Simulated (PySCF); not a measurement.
Molecule: SMILES C(=C)([O-])C(F)=C(F)F, [C₄H₂F₃O]-.

Cartesian coordinates in Å; atom numbers follow the order of the lines, from 1:
```xyz
10

C    -1.8834    0.0351   -0.0064
C    -0.6612   -0.3084   -0.5074
O    -0.3861   -0.9725   -1.5405
C     0.5055    0.1896    0.3097
F     0.2687    0.9175    1.4457
C     1.7967   -0.0029    0.0472
F     2.8139    0.4700    0.8218
F     2.3336   -0.6641   -0.9746
H    -2.7828   -0.2710   -0.5127
H    -1.9961    0.6113    0.8947
```

Total charge -1.

Frames of a GFN2-xTB Langevin trajectory at 300 K; GIAO PBE0/pcSseg-1 shieldings in PySCF 2.14, gas phase, non-relativistic; equivalent atoms averaged within each frame.

Shifts are taken against calculated references (same method and geometry level): ¹³C (σref 186.93) and ¹H (σref 31.72) against TMS; H2O for ¹⁷O (σref 336.08); ¹⁹F (σref 170.95) vs CFCl3. The references are static minima.

Q: How do the shifts (ppm) fluctuate along the trajectory?

A: 
```
         time (fs)     C6     C2     C4    C1     O3      F7      F8      F5   H10    H9
               250  169.8  162.5  141.2  59.5  275.4  -124.2  -130.3  -193.0  3.57  2.84
               425  167.6  160.6  151.0  57.9  278.2  -126.8  -130.7  -168.7  2.22  2.63
               625  170.6  161.1  148.0  59.3  281.0  -107.9  -114.4  -189.3  3.09  2.90
               800  176.0  166.3  150.3  59.9  293.6  -113.6  -126.0  -176.4  3.18  2.32
              1000  177.2  164.9  162.4  61.8  274.0  -101.6  -115.4  -149.0  2.52  3.04
    mean of frames  172.2  163.1  150.6  59.7  280.4  -114.8  -123.4  -175.3  2.92  2.75
standard deviation    4.2    2.5    7.6   1.4    7.8    10.7     8.0    17.6  0.54  0.28
```

5 frames give an uncertainty of the mean of about the standard deviation over 2.2 at best, since frames this close in time may not be independent; classical motion lacks zero-point vibration, and the reference would need the same averaging.
